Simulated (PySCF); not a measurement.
# Kr(19+): fine-structure interval

Kr(19+) [Ne] 3s2 3p5 [3p1/2^2 3p3/2^3, M_J = 3/2] → Kr(19+) [Ne] 3s2 3p5 [3p1/2^1 3p3/2^4, M_J = 1/2], as a difference of total energies. All numbers are calculated (PySCF 2.14, the two-component X2C-1e Hamiltonian, in an even-tempered Gaussian basis (19 s from 2.1 bohr⁻², ratio 2.4; 14 p from 2.7 bohr⁻², ratio 2.4; 5 d from 13 bohr⁻², ratio 2.6; 4 f from 19 bohr⁻², ratio 2.6)). Correlated levels: 1s2 frozen; the 56 highest virtual spinors dropped. "Screened" scales the spin-orbit matrix elements by Boettger's factors to mimic the two-electron term; Breit and QED terms are absent.

| method | fine-structure interval (cm⁻¹) |
| --- | --- |
| GHF (screened spin-orbit) | 89602 |
| GMP2 (screened spin-orbit) | 90846 |
| GHF (bare spin-orbit) | 95047 |
